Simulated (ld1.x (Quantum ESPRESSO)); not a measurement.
## Before and after: ultrasoft potential for Cl (Z = 17)

Cl (Z = 17), ultrasoft, made with ld1.x (Quantum ESPRESSO) 7.5 (PBEsol, scalar-relativistic). Core [Ne], reference 3s2 3p4.75 (charge +0.25). Waves: 3s (bound): rcut 0.90, rcutus 1.10 bohr; 3s channel at -0.15 Ry: rcut 0.90, rcutus 1.10 bohr; 3p (bound): rcut 0.75, rcutus 1.00 bohr; 3p channel at 0.1 Ry: rcut 0.75, rcutus 1.00 bohr. Local part: all-electron potential smoothed inside 0.95 bohr (lloc = -1). Core correction: a·sin(br)/r model core inside 0.65 bohr. Augmentation charge: built from norm-conserving waves at rcut, not smoothed further.

Change: waves 3s (bound): rcut 0.90, rcutus 1.16 bohr; 3s channel at -0.15 Ry: rcut 0.90, rcutus 1.16 bohr.

Cutoffs: the cutoffs (Ry, on a coarse ladder) from which the occupation-weighted sum of valence levels, in a spherical-Bessel basis at the reference potential, stays within 10 and 1 mRy of its value at 400 Ry; they do not see the model core or the augmentation charge, which bear on the density cutoff. Errors are all-electron minus pseudo energies relative to the spin-unpolarised reference configuration.

Question: What does the change do?

Answer: The potential gets neither clearly harder nor softer (55 Ry and 100 Ry → 55 Ry and 90 Ry); the bound ghosts move from p, s to p; of the 7 tests that both files solve, the error grows in 0 and shrinks in 2 by more than 15 % and 0.3 meV (median size 1.4 → 1.4 meV).

```csv
quantity,base,changed
"cutoff, loose",55 Ry,55 Ry
"cutoff, tight",100 Ry,90 Ry
loose cutoff by channel (10 mRy a level),"s 35 Ry, p 50 Ry","s 25 Ry, p 50 Ry"
bound ghosts,"s, p",p
"error for 3s2 3p5, meV [ΔE -2.46 eV]",+0.1,+0.1
"error for 3s2 3p4, meV [ΔE 11.38 eV]",-1.7,-1.6
"error for 3s2 3p3, meV [ΔE 36.78 eV]",-11,-9.1
"error for 3s1 3p6, meV [ΔE 9.66 eV]",-1.4,-1.4
"error for 3s2 3p1, meV [ΔE 127.23 eV]",-96,-64
"error for 3s2 3p5.3, meV [ΔE -4.58 eV]",+0.1,+0.2
"error for 3s1 3p5, meV [ΔE 24.05 eV]",-0.3,-0.3
lowest overlap eigenvalue by channel,"s 0.64, p 1.00","s 0.57, p 1.00"
```

 A true bound ghost makes a file unfit for plane-wave use even where its test errors are small: the radial tests pick states by their node count and pass the ghost by.
